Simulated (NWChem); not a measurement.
BAsH4O; SMILES OB[AsH2]

```xyz
7

B     -0.5749     1.2087     0.0043
As     0.0496    -0.7591    -0.0365
H     -0.6754    -1.1128     1.2639
H      1.3909    -0.5171     0.6735
H     -1.7459     1.4507     0.0049
O      0.2539     2.2751    -0.0647
H      1.1947     2.0420    -0.0443
```
Atoms are numbered in this order, from 1.

Computed with NWChem. Geometry: optimised at B3LYP/6-31G* (spherical d). B3LYP is NWChem's, with the RPA form of VWN correlation. Vzz is the largest principal value of the second derivative of the potential at the nucleus (NWChem prints the opposite sign); η is the asymmetry. Non-relativistic.

Task: What does the run give for B3LYP/def2-SVP? Quantities: Vzz B1 (a.u.); η B1; Vzz As2 (a.u.); η As2; Vzz O6 (a.u.); η O6.

Result: 
```yaml
Vzz B1 (a.u.): 0.384
"η B1": 0.28
Vzz As2 (a.u.): -2.186
"η As2": 0.56
Vzz O6 (a.u.): 1.214
"η O6": 0.12
```
